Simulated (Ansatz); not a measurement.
System: SiAsH₅, charge 0, singlet. SiAsH5 (silylarsane, SMILES [SiH3][AsH2]).
B3LYP-D3(BJ)/def2-TZVP minimum from Ansatz (a first-principles code):
```xyz
7

Si    -1.5373     0.1376     0.3254
As     0.7729    -0.0588    -0.2222
H     -2.2860    -0.8593    -0.4750
H     -1.9869     1.4962    -0.0582
H     -1.8237    -0.0802     1.7618
H      0.9199    -1.3459     0.5839
H      1.1929     0.8037     0.9642
```
Charge 0, spin multiplicity 1.

Total energies in def2-TZVPP, 14 correlated electrons, 19 frozen orbitals. Radicals and triplets start from unrestricted determinants; spin-orbit coupling is neglected. Correlated methods leave the cores frozen (noble-gas shells, and filled d and f shells in the p block). No relativity.

```csv
method,program,energy (Eh),minus CCSDT(Q) (mEh)
HF,Ansatz,-2526.05022,337.97
MP2,Ansatz,-2526.32986,58.33
CCSD,Ansatz,-2526.37497,13.22
CCSD(T),Ansatz,-2526.38634,1.85
CCSDT(Q),Ansatz,-2526.38818,0.00
```

Rough core times of Ansatz's runs on a shared machine: CCSD(T) under 20 s, CCSDT(Q) 20 min.
